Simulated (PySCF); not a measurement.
## Basis and Hamiltonian dependence of the excitation energy of Cu

Cu [Ar] 3d10 4s1 (2S) → Cu [Ar] 3d9 4s2 (2D). Calculated with PySCF 2.14 from differences of total energies of unrestricted determinants, without spin-orbit coupling. Values in eV.

```csv
basis,Hamiltonian,functions,UHF,LDA,PBE0,MP2 (valence),CCSD(T) (valence),CCSD(T) (valence and next inner shell)
ANO-RCC-VTZP,spin-free X2C,59,-0.185,2.227,1.456,2.370,1.340,1.447
aug-cc-pVDZ-DK,spin-free X2C,59,-0.196,1.998,1.341,2.202,1.216,n/a
x2c-TZVPPall,spin-free X2C,64,-0.185,2.191,1.461,2.259,1.236,1.317
def2-TZVPPD,non-relativistic,67,0.246,2.636,1.895,2.677,1.664,1.749
aug-cc-pwCVDZ-PP with ECP10MDF,ECP,70,-0.236,2.022,1.292,2.253,1.242,1.266
"x2c-TZVPPall with one added diffuse shell each of s, p, d, f type",spin-free X2C,80,-0.187,2.186,1.457,2.300,1.324,n/a
aug-cc-pVTZ-PP with ECP10MDF,ECP,88,-0.260,2.001,1.269,2.255,1.262,n/a
aug-cc-pVTZ-DK,spin-free X2C,93,-0.233,2.099,1.383,2.259,1.265,n/a
def2-QZVPPD,non-relativistic,100,0.198,2.539,1.819,2.651,1.693,n/a
x2c-QZVPPall,spin-free X2C,108,-0.234,2.113,1.395,2.271,n/a,n/a
"aug-cc-pVTZ-PP with one added diffuse shell each of s, p, d, f, g type with ECP10MDF",ECP,113,-0.261,2.001,1.268,2.251,n/a,n/a
aug-cc-pwCVTZ-PP with ECP10MDF,ECP,122,-0.267,1.997,1.264,2.268,n/a,n/a
aug-cc-pVQZ-PP with ECP10MDF,ECP,135,-0.266,1.993,1.263,2.303,n/a,n/a
"aug-cc-pwCVTZ-DK with one added diffuse shell each of s, p, d, f, g type",spin-free X2C,152,-0.241,2.095,1.381,2.266,n/a,n/a
```

Frozen in the all-electron rows: valence and next inner shell: [Ne]; valence: [Ar]; with a core potential, the same shells as far as they lie outside it.

Non-relativistic rows lack the scalar-relativistic shift.

Reference for a calculation without spin-orbit coupling: 1.490 eV (measured, between term centres; NIST).
